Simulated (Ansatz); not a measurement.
Name a neutral molecule of F, Ge, S, Si and H with size of the dipole moment (PBE/def2-TZVPP) between 1.55 and 1.85 D and HOMO energy (ωB97M-V/def2-TZVPP) between -9.45 and -9.15 eV (Ansatz, PBE0-D4/def2-TZVP geometry).

`F[SiH]1[S][GeH2]1` (1.77 D, -9.33 eV). Other molecules can fit too; these were computed, each in one conformer that needn't be the lowest.
